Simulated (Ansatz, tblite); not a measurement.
Removing and adding an electron: (F)3Zr-NH-SiH3 (ZrSiNF3H4). Charge 0, multiplicity 1. Geometry: PBE0-D4/def2-SVP. Ansatz, gas phase; energy differences of separate SCF runs; the oxidised species was run as a doublet alone; the reduced species was run as a doublet alone.

```csv
atom,x (Å),y (Å),z (Å)
Zr1,1.217,0.935,0.675
F2,2.595,-0.376,0.546
F3,1.397,2.140,-0.791
F4,1.257,1.840,2.348
N5,-0.578,0.006,0.540
Si6,-1.075,-0.952,-0.839
H7,-1.263,0.072,1.294
H8,-1.343,-2.377,-0.476
H9,0.082,-0.893,-1.786
H10,-2.289,-0.397,-1.511
```

In the def2 sets Zr takes a core potential; there is no spin–orbit coupling. The xTB rows come from tblite. Correlated methods freeze 9 core orbitals; core or outer-core shells of Zr are correlated, in sets that lack core-valence functions. The rows differ in basis, and correlated rows in double-zeta sets carry the largest basis error.

(1) Estimate orbital energies and vertical ionisation energies and electron affinities at: GFN1-xTB; GFN2-xTB; HF/def2-SVP; PBE-D4/def2-TZVP; PBE-D4/def2-TZVPD; r2SCAN-D4/def2-TZVP; r2SCAN-D4/def2-TZVPD; PBE0-D4/def2-TZVP; PBE0-D4/def2-TZVPD; MP2/def2-SVP; CCSD/def2-SVP; CCSD(T)/def2-SVP.

Answers

(1) 
```
               level  −HOMO (eV)  vertical IE (eV)  −LUMO (eV)  vertical EA (eV)  HOMO–LUMO gap (eV)  IE − EA (eV)                       remarks
            GFN1-xTB       11.72             14.74        9.18              6.00                2.54          8.74                             –
            GFN2-xTB       10.75             14.16        7.70              4.58                3.05          9.59                             –
         HF/def2-SVP           –              9.36           –                 –                   –             –                             –
    PBE-D4/def2-TZVP        6.89              9.94        2.09                 –                4.80             –                             –
   PBE-D4/def2-TZVPD        6.91                 –        2.12             -0.15                4.79             –  HOMO above zero (-1 doublet)
 r2SCAN-D4/def2-TZVP        7.20             10.02        1.88                 –                5.32             –                             –
r2SCAN-D4/def2-TZVPD        7.20                 –        1.88             -0.35                5.32             –  HOMO above zero (-1 doublet)
   PBE0-D4/def2-TZVP        8.26             10.18        1.19                 –                7.07             –                             –
  PBE0-D4/def2-TZVPD        8.26                 –        1.20             -0.32                7.06             –  HOMO above zero (-1 doublet)
        MP2/def2-SVP           –             10.37           –                 –                   –             –                             –
       CCSD/def2-SVP           –             10.13           –                 –                   –             –                             –
    CCSD(T)/def2-SVP           –             10.11           –                 –                   –             –                             –
```

   A HOMO above zero means that the electron is unbound at that level or that self-interaction error raises the level; the energy of removing that electron tells which. Raw xTB energy differences between charge states are shifted by several eV; the methods need an empirical correction for them. A negative affinity means that the extra electron isn't bound; its size then hangs on the basis.
